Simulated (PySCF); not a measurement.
# Vibration and rotation of PSe

UHF-CCSD constants of PSe, ²Π (doublet), unpaired electrons π ↑ (P def2-SVP, Se def2-SVP; no relativity (PySCF 2.14); masses 30.9738 and 79.9165 u):

| Quantity | Value |
| --- | --- |
| ωe | 572.6 cm⁻¹ |
| ωexe | 1.69 cm⁻¹ |
| Be | 0.1794 cm⁻¹ |
| αe | 0.000734 cm⁻¹ |
| De to P + Se | 2.75 eV |

(1) What force constant and bond length do these constants imply?

(2) Estimate the centrifugal constant D from the Kratzer relation and find the Dunham coefficient a1.

Correlated steps freeze 14 core orbitals. Correlated levels converge slowly with the basis: in double zeta they bind strong bonds too weakly, by up to about 1 eV, and carry superposition errors of some tenths. Spin–orbit coupling is left out. The state was picked by a PBE0 search and need not be the measured ground state.

Answers

(1) Reduced mass μred = 22.322 u; k = 5.8918×10⁻⁷·μred·ωe² (u, cm⁻¹, mdyn/Å) = 4.31 mdyn/Å; Re = √(16.8576/(μred·Be)) (u, cm⁻¹, Å) = 2.052 Å.

(2) D = 4Be³/ωe² = 7.04e-08 cm⁻¹; a1 = −1 − αeωe/(6Be²) = -3.18.
